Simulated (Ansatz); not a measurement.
One change: `C[SiH2]B(N)Cl` becomes `NB(Cl)CF`.

Ansatz, PBE0-D4/def2-TZVP geometries, multiplicity 1. Each molecule was computed in one conformer, which needn't be the lowest.

```tsv
property	`C[SiH2]B(N)Cl`
LUMO energy (ωB97M-V/def2-TZVPP) / eV	1.40
LUMO energy (PBE0/def2-TZVPP) / eV	-0.52
HOMO energy (B3LYP/def2-TZVPP) / eV	-7.58
size of the dipole moment (B3LYP/def2-TZVPP) / D	2.20
zero-point energy (PBE0-D4/def2-TZVP) / kJ/mol	228.1
size of the dipole moment (ωB97M-V/def2-TZVPP) / D	2.22
```

Problem. What does the change do to each property? (An estimate is asked.)

Solution. Ansatz gave: 
| property | `NB(Cl)CF` | shift |
| --- | --- | --- |
| LUMO energy (ωB97M-V/def2-TZVPP) / eV | 1.83 | 0.43 |
| LUMO energy (PBE0/def2-TZVPP) / eV | 0.17 | 0.69 |
| HOMO energy (B3LYP/def2-TZVPP) / eV | -8.22 | -0.64 |
| size of the dipole moment (B3LYP/def2-TZVPP) / D | 4.02 | 1.82 |
| zero-point energy (PBE0-D4/def2-TZVP) / kJ/mol | 165.3 | -62.8 |
| size of the dipole moment (ωB97M-V/def2-TZVPP) / D | 4.02 | 1.80 |

With PBE0 the HOMO falls by 0.70 eV and the LUMO rises by 0.69 eV, so the gap widens by about 1.39 eV. PBE moves the HOMO by -0.53 eV and ωB97M-V by -0.86 eV. The zero-point energy changes by -62.8 kJ/mol with -9 modes. Dipoles are sizes alone; their direction can turn.

Positive LUMOs are unbound, so they and the gaps depend on the basis.

B3LYP here is the variant with VWN-RPA as its local correlation; programs differ in this.
